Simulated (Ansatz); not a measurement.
Consider the cleavage of the B–Si bond: `B[SiH](C)B[SiH3]` + `CCN[SiH3]` → `BN([SiH3])CC` + `C[SiH2]B[SiH3]`.

Gas-phase electronic energies from Ansatz, PBE0-D4/def2-TZVP geometries. CCSD(T)/CBS adds triple-zeta CCSD(T) − MP2 to the extrapolated MP2 energy (def2 sets, frozen cores). Functionals use def2-TZVPP. B3LYP here is the variant with VWN-RPA as its local correlation; programs differ in this. One conformer a species, not always the lowest.

`B[SiH](C)B[SiH3]`:

Z-matrix (Å, degrees):
```
Si
C 1 1.881
B 1 2.005 2 114.8
B 1 2.007 2 114.8 3 -112.3
H 1 1.496 2 110.6 3 123.3
H 2 1.092 1 111.2 3 -62.1
H 2 1.093 1 110.3 3 57.7
H 2 1.092 1 111.1 3 177.5
Si 3 2.004 1 123.1 2 -24.0
H 3 1.198 1 117.8 2 163.8
H 4 1.195 1 120.6 2 -159.1
H 4 1.197 1 121.5 2 24.7
H 9 1.489 3 113.9 1 31.8
H 9 1.489 3 114.8 1 157.6
H 9 1.498 3 104.2 1 -84.7
```

`CCN[SiH3]`:

```xyz
13

C    -0.996    0.059   -1.693
C    -0.577   -0.479   -0.338
N     0.143    0.510    0.439
Si    1.339    0.117    1.602
H    -0.124    0.384   -2.264
H    -1.530   -0.701   -2.268
H    -1.663    0.919   -1.579
H     0.084   -1.341   -0.479
H    -1.462   -0.858    0.195
H    -0.366    1.373    0.556
H     1.937    1.392    2.075
H     2.367   -0.743    0.955
H     0.848   -0.633    2.800
```

`BN([SiH3])CC`:

Z-matrix (Å, degrees):
```
Si
N 1 1.749
H 1 1.488 2 110.4
H 1 1.488 2 109.2 3 117.7
H 1 1.479 2 109.1 3 -121.2
C 2 1.467 1 116.6 3 -56.6
B 2 1.396 1 122.5 3 124.2
C 6 1.517 2 112.5 1 88.2
H 6 1.097 2 109.3 1 -34.2
H 6 1.092 2 108.2 1 -150.1
H 7 1.200 2 119.1 1 177.7
H 7 1.197 2 119.6 1 -2.1
H 8 1.093 6 110.6 2 -179.1
H 8 1.092 6 111.4 2 -59.0
H 8 1.092 6 110.3 2 61.0
```

`C[SiH2]B[SiH3]`:

```xyz
13

C     0.321   -0.216    1.912
Si    1.359    0.228    0.414
B     0.423    0.078   -1.353
Si   -1.572   -0.012   -1.530
H    -0.597    0.375    1.936
H     0.041   -1.272    1.891
H     0.869   -0.032    2.838
H     2.636   -0.544    0.435
H     1.730    1.679    0.471
H     1.091    0.035   -2.346
H    -1.885   -1.471   -1.420
H    -2.121    0.477   -2.824
H    -2.295    0.676   -0.424
```

```
           species  B3LYP energy (Eh)
`B[SiH](C)B[SiH3]`         -672.84071
       `CCN[SiH3]`         -425.97894
    `BN([SiH3])CC`         -451.46972
  `C[SiH2]B[SiH3]`         -647.41089
```

Task: Work out ΔE.

Result: ΔE = (-451.46972) + (-647.41089) − (-672.84071) − (-425.97894) = -0.06096 Eh = -160.1 kJ/mol. CCSD(T)/CBS gives -163.6 kJ/mol.

Largest T1 diagnostic among the species: 0.015.

In def2-TZVPP, CCSD(T) changes the Hartree–Fock value by −3.2 kJ/mol (the triples alone add −1.2 kJ/mol) and MP2 by −10.2 kJ/mol. The D4 term adds −3.7 kJ/mol with B3LYP and −1.8 kJ/mol with PBE0; it sums over pairs of atoms, weighted by their polarisabilities, and B3LYP, whose exchange is more repulsive, gets the larger term.
